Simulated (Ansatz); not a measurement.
Program: Ansatz. Geometries: PBE0-D4/def2-TZVP. ΔE: electronic, gas phase. CBS: MP2 limit from def2 TZ/QZ plus the TZ coupled-cluster correction, frozen cores. This one scheme is used for every species. Each species was taken in one conformer, which may not be the lowest.

Consider the formal hydrolysis of a C–C bond: `CCCCCCCS` + H₂O → `CCCCCO` + `CCS`.

```json
{"species": "`CCCCCCCS`", "MP2/def2-QZVPP energy (Eh)": "-673.56797"}
{"species": "H₂O", "MP2/def2-QZVPP energy (Eh)": "-76.34932"}
{"species": "`CCCCCO`", "MP2/def2-QZVPP energy (Eh)": "-272.50310"}
{"species": "`CCS`", "MP2/def2-QZVPP energy (Eh)": "-477.39350"}
```

**Question.** Work out ΔE.

**Answer.** ΔE = (-272.50310) + (-477.39350) − (-673.56797) − (-76.34932) = 0.02069 Eh = +13.0 kcal/mol. CCSD(T)/CBS gives +11.6 kcal/mol.

Largest T1 diagnostic among the species: 0.009.

In def2-TZVPP, CCSD(T) changes the Hartree–Fock value by +5.5 kcal/mol (the triples alone add +0.6 kcal/mol) and MP2 by +7.3 kcal/mol. At CCSD(T), def2-SVP lies −3.6 kcal/mol from the extrapolated value and def2-TZVPP −1.0 kcal/mol.
